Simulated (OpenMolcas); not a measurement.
Pd2+: moving the ligands

Pd2+ with 6 ligands (chloride) in trigonal prismatic coordination (D3h) at 2.62 Å. A charge of +0.667 e stands 2.4 Å behind each ligand. Ligand basis ANO-RCC-VDZP.
```
Pd    0.0000    0.0000    0.0000
Cl    1.9803    0.0000    1.7154
Cl   -0.9902    1.7150    1.7154
Cl   -0.9902   -1.7150    1.7154
Cl    1.9803    0.0000   -1.7154
Cl   -0.9902    1.7150   -1.7154
Cl   -0.9902   -1.7150   -1.7154
```

| Property | Result |
| --- | --- |
| Program | OpenMolcas |
| Method | CASSCF |
| Basis | ANO-RCC-VDZP [6s5p3d1f] |
| Scalar Hamiltonian | DKH2, point nucleus |
| Active space | 8 electrons in 5 orbitals (4d) |
| State averaging | 2S+1 = 3 even, 10 roots; 2S+1 = 1 even, 15 roots |
| Spin-orbit coupling | state interaction with AMFI integrals over the reference wave functions |

Runs around this geometry, states (labels of D3, the rotations of D3h). Energies in cm-1 above the lowest state or level, χT in cm3 K/mol.

| R (Å) | Polar angle / regular | Ground state | First state of that spin | First gap with spin-orbit (degeneracies) | χT at 300 K | First state of another spin |
| --- | --- | --- | --- | --- | --- | --- |
| 2.51 | 1 | 3A2 | 3A2 4383 | 360.5 (1, 2) | 1.759 | 1E 11433 |
| 2.62 | 1 | 3A2 | 3A2 3245 | 393.7 (1, 2) | 2.011 | 1E 11892 |
| 2.7 | 1 | 3A2 | 3A2 2636 | 395.7 (1, 2) | 2.204 | 1E 12114 |
| 2.62 | 1.05 | 3A2 | 3A2 2982 | 398.0 (1, 2) | 2.037 | 1E 11916 |

Taking the first state of the same spin as R^-n, n = -ln(2636 / 4383) / ln(2.7 / 2.51) = 7.0 between the shortest and longest distance.

Without dynamic correlation the repulsion within the d shell is too large (B by tens of per cent), so at a given field states of lower spin stand too high. Real 4d8 and 5d8 ions are as a rule square planar and diamagnetic. With metal d orbitals alone the field can be off either way by tens of per cent. Ligand-to-metal charge-transfer states are missing. With no ligand orbital active B as a rule stays too high, so bands that hang on it stand too high and its fall with covalency is understated. No measured value stands beside these numbers; the geometry is a model, was not optimised and need not be the one that this ion takes.
